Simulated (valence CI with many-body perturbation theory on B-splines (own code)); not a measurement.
## Forbidden lines of Sb³⁰⁺

Computed by configuration interaction combined with many-body perturbation theory (CI+MBPT): three valence electrons over a frozen Dirac-Fock core [Ar], a basis of 9 s, 9 p, 10 d, 8 f, 5 g, 3 h, 1 i functions for each j, with the one-electron correlation potential Σ1 (screened to all orders), the two-electron term Σ2, the three-electron term Σ3, Breit, model QED; selected single and double excitations, second order for the rest (own B-spline code, finite nucleus).

No measured spectrum was set against this ion. As an estimate, large intervals hold to a few tenths of a per cent, small ones and those within an open d or f shell to about a per cent. Only levels of the ground parity were solved; by the run's estimate the other parity begins above the list, which can be wrong where configurations are misplaced.

Lines 1 to 50 of 69 in falling wavelength, among levels below 444940 cm⁻¹, chosen from the decays that carry over 1 % of a level's rate. Wavelengths and rates use the calculated energies. S is in atomic units (e²a₀⁴ for E2 and M2, e²a₀⁶ for E3), for M1 in squared Bohr magnetons. Weak lines are less certain than strong ones. Lines between different terms over intervals too small for the method are left out, as are lines whose strength nearly cancels. The highest levels of a list are the least certain.

Levels are named by their leading jj configuration (3d3/2^4 stands for four electrons in 3d with j = 3/2), which in mixed levels can hold well under half, so a name can repeat and another be missing. Letters in brackets count levels of one name in rising energy.

```
λ vac (nm)                      Upper                      Lower  Type   A (s⁻¹)  S (a.u.)
     665.6      (3d3/2^2 3d5/2) J=9/2      (3d3/2^2 3d5/2) J=7/2    M1  4.68e+01  5.12e+00
     539.7      (3d3/2^2 3d5/2) J=1/2      (3d3/2^2 3d5/2) J=3/2    M1  1.61e+02  1.88e+00
     276.6      (3d3/2^2 3d5/2) J=7/2      (3d3/2^2 3d5/2) J=5/2    M1  1.35e+03  8.45e+00
     238.7  (3d3/2 3d5/2^2) J=5/2 [b]  (3d3/2 3d5/2^2) J=3/2 [a]    M1  6.08e+02  1.84e+00
     230.0      (3d3/2^2 3d5/2) J=3/2      (3d3/2^2 3d5/2) J=5/2    M1  5.51e+02  9.95e-01
     199.3     (3d3/2 3d5/2^2) J=11/2      (3d3/2 3d5/2^2) J=9/2    M1  8.00e+02  2.82e+00
     184.0            (3d5/2^3) J=9/2     (3d3/2 3d5/2^2) J=11/2    M1  6.02e+02  1.39e+00
     171.0            (3d5/2^3) J=3/2  (3d3/2 3d5/2^2) J=5/2 [b]    M1  3.80e+02  2.82e-01
     161.2      (3d3/2^2 3d5/2) J=5/2            (3d3/2^3) J=3/2    M1  7.95e+03  7.40e+00
     156.2  (3d3/2 3d5/2^2) J=5/2 [c]  (3d3/2 3d5/2^2) J=3/2 [a]    M1  1.96e+02  1.66e-01
     144.5  (3d3/2 3d5/2^2) J=5/2 [b]  (3d3/2 3d5/2^2) J=5/2 [a]    M1  3.57e+02  2.40e-01
     132.5      (3d3/2 3d5/2^2) J=9/2      (3d3/2^2 3d5/2) J=9/2    M1  7.46e+03  6.43e+00
     128.0  (3d3/2 3d5/2^2) J=5/2 [b]  (3d3/2 3d5/2^2) J=7/2 [a]    M1  4.53e+02  2.11e-01
     124.5  (3d3/2 3d5/2^2) J=7/2 [a]      (3d3/2^2 3d5/2) J=7/2    M1  4.79e+03  2.74e+00
     122.1  (3d3/2 3d5/2^2) J=5/2 [a]      (3d3/2^2 3d5/2) J=3/2    M1  4.85e+03  1.96e+00
     113.0            (3d5/2^3) J=3/2      (3d3/2 3d5/2^2) J=1/2    M1  5.31e+03  1.14e+00
     112.1  (3d3/2 3d5/2^2) J=5/2 [a]      (3d3/2^2 3d5/2) J=7/2    M1  5.79e+02  1.81e-01
     110.5      (3d3/2 3d5/2^2) J=9/2      (3d3/2^2 3d5/2) J=7/2    M1  5.90e+03  2.95e+00
     110.3  (3d3/2 3d5/2^2) J=3/2 [a]      (3d3/2^2 3d5/2) J=1/2    M1  3.45e+03  6.87e-01
     109.5  (3d3/2 3d5/2^2) J=5/2 [c]  (3d3/2 3d5/2^2) J=5/2 [a]    M1  5.06e+03  1.48e+00
     103.5  (3d3/2 3d5/2^2) J=3/2 [b]            (3d5/2^3) J=3/2    M1  9.36e+02  1.54e-01
     99.75  (3d3/2 3d5/2^2) J=5/2 [c]  (3d3/2 3d5/2^2) J=7/2 [a]    M1  6.90e+02  1.52e-01
     99.64            (3d5/2^3) J=3/2  (3d3/2 3d5/2^2) J=3/2 [a]    M1  9.56e+03  1.40e+00
     97.76  (3d3/2 3d5/2^2) J=7/2 [b]  (3d3/2 3d5/2^2) J=5/2 [a]    M1  3.35e+02  9.28e-02
     97.54      (3d3/2 3d5/2^2) J=1/2      (3d3/2^2 3d5/2) J=1/2    M1  1.93e+04  1.33e+00
     95.67            (3d5/2^3) J=9/2      (3d3/2 3d5/2^2) J=9/2    M1  1.41e+04  4.58e+00
     94.77      (3d3/2^2 3d5/2) J=3/2            (3d3/2^3) J=3/2    M1  9.13e+03  1.15e+00
     91.57  (3d3/2 3d5/2^2) J=3/2 [a]      (3d3/2^2 3d5/2) J=3/2    M1  1.98e+04  2.25e+00
     89.93  (3d3/2 3d5/2^2) J=7/2 [b]  (3d3/2 3d5/2^2) J=7/2 [a]    M1  2.18e+03  4.70e-01
     88.69            (3d5/2^3) J=5/2            (3d5/2^3) J=3/2    M1  1.15e+03  1.78e-01
     87.19            (3d5/2^3) J=9/2  (3d3/2 3d5/2^2) J=7/2 [a]    M1  1.65e+04  4.06e+00
     85.86  (3d3/2 3d5/2^2) J=7/2 [a]      (3d3/2^2 3d5/2) J=5/2    M1  1.78e+04  3.34e+00
     82.61      (3d3/2 3d5/2^2) J=1/2      (3d3/2^2 3d5/2) J=3/2    M1  5.69e+02  2.38e-02
     80.62      (3d3/2^2 3d5/2) J=1/2            (3d3/2^3) J=3/2    M1  2.80e+03  1.09e-01
     79.76  (3d3/2 3d5/2^2) J=5/2 [a]      (3d3/2^2 3d5/2) J=5/2    M1  8.98e+02  1.01e-01
     79.60     (3d3/2 3d5/2^2) J=11/2      (3d3/2^2 3d5/2) J=9/2    M1  5.61e+03  1.26e+00
     78.32            (3d5/2^3) J=3/2  (3d3/2 3d5/2^2) J=5/2 [a]    M1  1.19e+04  8.46e-01
     75.23  (3d3/2 3d5/2^2) J=3/2 [b]  (3d3/2 3d5/2^2) J=5/2 [c]    M1  5.23e+03  3.30e-01
     72.39            (3d5/2^3) J=5/2  (3d3/2 3d5/2^2) J=7/2 [b]    M1  7.43e+03  6.27e-01
     67.08            (3d5/2^3) J=5/2  (3d3/2 3d5/2^2) J=5/2 [c]    M1  1.96e+04  1.32e+00
     66.18  (3d3/2 3d5/2^2) J=5/2 [b]      (3d3/2^2 3d5/2) J=3/2    M1  2.92e+03  1.88e-01
     65.50  (3d3/2 3d5/2^2) J=3/2 [a]      (3d3/2^2 3d5/2) J=5/2    M1  1.32e+04  5.51e-01
     64.49  (3d3/2 3d5/2^2) J=3/2 [b]  (3d3/2 3d5/2^2) J=5/2 [b]    M1  1.36e+04  5.42e-01
     63.12  (3d3/2 3d5/2^2) J=5/2 [b]      (3d3/2^2 3d5/2) J=7/2    M1  9.52e+03  5.33e-01
     57.72  (3d3/2 3d5/2^2) J=5/2 [c]      (3d3/2^2 3d5/2) J=3/2    M1  3.44e+03  1.47e-01
     56.66  (3d3/2 3d5/2^2) J=7/2 [b]      (3d3/2^2 3d5/2) J=9/2    M1  5.29e+03  2.85e-01
     55.38  (3d3/2 3d5/2^2) J=5/2 [c]      (3d3/2^2 3d5/2) J=7/2    M1  1.16e+03  4.38e-02
     54.02  (3d3/2 3d5/2^2) J=3/2 [b]      (3d3/2 3d5/2^2) J=1/2    M1  3.22e+03  7.52e-02
     53.36  (3d3/2 3d5/2^2) J=5/2 [a]            (3d3/2^3) J=3/2    M1  5.41e+02  1.83e-02
     52.22  (3d3/2 3d5/2^2) J=7/2 [b]      (3d3/2^2 3d5/2) J=7/2    M1  2.15e+03  9.07e-02
```
